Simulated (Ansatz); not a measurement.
The molecule MgC+, multiplicity 4 (lowest of 2S+1 = 2, 4 at CCSD(T)/def2-TZVPP on PBE0 minima; our sources give no spin for the ground state, which may be another).

The constants come from a fifth-degree fit in 1/R (seven points, main isotopes). In def2 and cc sets the state is the lowest found near the PBE0 minimum, followed along R.

Correlated levels freeze the inner cores; with def2 sets outer-core shells near the valence are correlated too.

Programs: Ansatz (Gaussian basis) for Hartree–Fock, density functionals and correlated methods. 

Energies at CCSD(T)/def2-TZVPP:

```json
[
 {"R (Å)": "1.843920", "E (hartree)": "-237.35158355"},
 {"R (Å)": "1.893488", "E (hartree)": "-237.35493762"},
 {"R (Å)": "1.939090", "E (hartree)": "-237.35653606"},
 {"R (Å)": "1.990640", "E (hartree)": "-237.35695710"},
 {"R (Å)": "2.042191", "E (hartree)": "-237.35620955"},
 {"R (Å)": "2.101672", "E (hartree)": "-237.35423906"},
 {"R (Å)": "2.171067", "E (hartree)": "-237.35087342"}
]
```

Question: With a reduced mass of 7.9983 u, find the minimum, the force constant and the constants.

Answer: A fifth-degree polynomial in 1/R puts the minimum at r_e = 1.9815 Å with force constant 200 N/m. Then ω_e = (1/2πc)√(k/μ) = 651 cm⁻¹ and B_e = h/(8π²cμr_e²) = 0.5368 cm⁻¹; the cubic and quartic terms give α_e = 0.0056 and ω_e x_e = 5.7 cm⁻¹.

Ansatz is a program for electronic structure.
